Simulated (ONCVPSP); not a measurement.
PBEsol ONCV dataset for arsenic (As), scalar-relativistic all-electron reference.

- Element: As
- Generator: ONCVPSP 4.0.1
- Type: optimised norm-conserving Vanderbilt (ONCV)
- Functional: PBEsol
- Relativity: scalar-relativistic
- Frozen core: [Ar]
- Valence charge: 15
- Reference configuration: 3d10 4s2 4p2 (charge +1)
- Partial waves: 4s: rc 1.60 bohr, ncon 4, nbas 7, qcut 4.3 1/bohr, 1 projector; 4p: rc 2.00 bohr, ncon 4, nbas 8, qcut 3.9 1/bohr, 2 projectors, debl 1.3 Ha; 3d: rc 0.90 bohr, ncon 4, nbas 9, qcut 14 1/bohr, 2 projectors, debl 0.5 Ha; f scattering state at 0.07 Ha: rc 2.15 bohr, ncon 4, nbas 8, qcut 5.7 1/bohr, 3 projectors, debl 2.7 Ha
- Local potential: polynomial inside 0.85 bohr (lpopt 5, dvloc0 0 Ha)
- Core correction: polynomial model core, fcfact 0.4

In the d channel the program set the typed energies aside and used -1.852, 0.250 Ha.

All-electron outer shells of the reference configuration (PBEsol, scalar-relativistic, ld1.x):

```csv
shell,level (eV),outermost node (bohr),outermost maximum (bohr)
3s,-199.69,0.25,0.52
3p,-143.25,0.22,0.52
3d,-50.41,–,0.47
4s,-23.38,0.73,1.59
4p,-13.36,0.78,1.90
```

Question: Estimate the cutoffs (Ha) at which the residual kinetic energy of the hardest occupied pseudo-wave falls to 1 and 0.1 mHa per electron.

Answer: 104 Ha and 364 Ha.

Question: Does the potential have ghost states?

Answer: Ghosts flagged at negative energy: s at -191.1 eV; GHOST(+) flagged for p at 83.9 eV. A true bound ghost makes a file unfit for plane-wave use.

Question: Which valence shell sets the plane-wave cutoff?

Answer: 3d: 104 Ha for 1 mHa per electron, against 11 Ha for 4s.

Question: Tests: 3d10 4s2 4p3; 3d10 4s2 4p1; 3d10 4s2 4p0; 3d9 4s2 4p4. Which has the largest error in its energy relative to the reference configuration, and how large is it?

Answer: 3d9 4s2 4p4, with -493 meV (all-electron minus pseudo) on +30.94 eV.
